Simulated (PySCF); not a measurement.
This PySCF input asks for the NMR shieldings of `C[C@@H]1S[C@@H]1CC(F)(F)F`, C5H7F3S; the geometry comes from GFN2-xTB.

```python
import basis_set_exchange as bse
import numpy as np
from pyscf import gto, dft
from pyscf.prop import nmr

atoms = """
C     1.775539    0.872078    0.335190
C     1.409785   -0.537464   -0.038333
S     1.135218   -0.915264   -1.791350
C     0.018804   -0.948824   -0.373025
C    -1.135196    0.027778   -0.372323
C    -1.798152    0.072217    0.993035
F    -0.964189    0.477457    1.962596
F    -2.841456    0.913972    1.013092
F    -2.263904   -1.127043    1.371211
H     1.336268    1.592893   -0.349673
H     2.855857    0.990158    0.301322
H     1.434842    1.086658    1.346864
H     2.008273   -1.292636    0.462615
H    -0.278051   -1.953543   -0.084013
H    -0.806409    1.035955   -0.625617
H    -1.894828   -0.285447   -1.093069
"""
names = dict.fromkeys(["C", "S", "F", "H"], "pcSseg-1")
basis = {el: gto.basis.parse(bse.get_basis(n, elements=[el], fmt="nwchem")) for el, n in names.items()}
mol = gto.M(atom=atoms, basis=basis, charge=0, verbose=0)
mf = dft.RKS(mol, xc="PBE0")
mf.grids.level = 2
mf.grids.alignment = dft.numint.BLKSIZE   # the property module wants whole blocks of grid points
mf.conv_tol = 1e-9
mf.kernel()

calc = nmr.RKS(mf)   # GIAO
C = mf.mo_coeff
Co = C[:, mf.mo_occ > 0]
resp = mf.gen_response(singlet=True, hermi=2)
def vind(x):   # induced exchange potential for any number of trial vectors
    d = np.einsum("pi,xij,qj->xpq", C, 2 * x.reshape(-1, C.shape[1], Co.shape[1]), Co, optimize=True)
    return np.einsum("xpq,pi,qj->xij", resp(d - d.transpose(0, 2, 1)), C, Co, optimize=True).ravel()
mo1, _ = nmr.rhf.solve_mo1(calc, with_cphf=vind)
sigma = calc.kernel(mo1)
for i, s in enumerate(sigma):   # ppm
    print("%2d %-2s %9.2f" % (i, mol.atom_pure_symbol(i), np.trace(s) / 3))
```

Task: Give the expected output.

Result: 
```
 0 C     166.99
 1 C     147.79
 2 S     659.83
 3 C     151.57
 4 C     146.22
 5 C      52.18
 6 F     257.49
 7 F     249.66
 8 F     256.39
 9 H      30.98
10 H      29.70
11 H      29.69
12 H      28.72
13 H      28.65
14 H      29.80
15 H      28.83
```

These numbers come from an equivalent density-fitted implementation of the same equations, which agrees with the script to about 0.01 ppm for H and up to a few tenths of a ppm for heavy atoms, so last digits may differ.

Task: Turn these shieldings into chemical shifts. Referencing at the same level of theory: TMS for 13C (σref 186.93) and 1H (σref 31.72); 33S (σref 503.73) vs CS2; 19F (σref 170.95) against CFCl3.

Result: Averaging equivalent atoms: C 5: 134.7; C 4: 40.7; C 1: 39.1; C 3: 35.4; C 0: 19.9; S 2: -156; F 6/7/8: -83.6; H 13: 3.07; H 12: 3.00; H 15: 2.89; H 14: 1.92; H 9/10/11: 1.59 ppm. Unscaled 19F shifts against computed CFCl3 carry errors that often reach 10 to 50 ppm.

Size and cost of the density-fitted run: 195 basis functions, 31 s wall time on 1 thread of an Arm Neoverse V1, shared host; peak memory 0.83 GiB.
